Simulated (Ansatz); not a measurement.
Molecule: C$_{5}$H$_{7}$Ge, net charge -1, singlet state. It need not be the lowest isomer of its formula. Whether it binds its extra electron was not tested at this geometry. SMILES: C1=[C]([GeH3])CC=[C-]1
Structure (B3LYP-D3(BJ)/def2-TZVP (Ansatz, a program for electronic structure) minimum search):
```xyz
13

Ge    -1.5312     0.0251     0.0166
C      0.3795     0.0069    -0.0468
C      1.1663     0.3181    -1.1129
C      2.6306     0.2128    -0.8636
C      2.6667    -0.1876     0.4409
C      1.3024    -0.3593     1.0887
H     -2.1243     0.4558    -1.3509
H     -2.1951    -1.3473     0.3527
H     -2.1489     0.9966     1.0710
H      0.7496     0.6207    -2.0735
H      3.5669    -0.3839     1.0237
H      1.1218    -1.3847     1.4463
H      1.1549     0.2957     1.9613
```
Charge -1, spin multiplicity 1.

Parts of the frozen-core correlation energy in 6-31G* (Ansatz, hartree). Frozen orbitals: 19; correlated occupied orbitals by spin: 16 and 16; virtual: 89 and 89. Spin-orbit coupling is left out. No relativistic terms. The restricted reference is unstable.

| term | value |
|---|---|
| reference (HF) | -2268.34829 |
| MP2 opposite-spin | -0.54067 |
| MP2 same-spin | -0.18218 |
| CCSD correlation | -0.77345 |
| (T) | -0.03441 |
| T1 diagnostic | 0.016 |
| largest doubles amplitude | 0.048 |
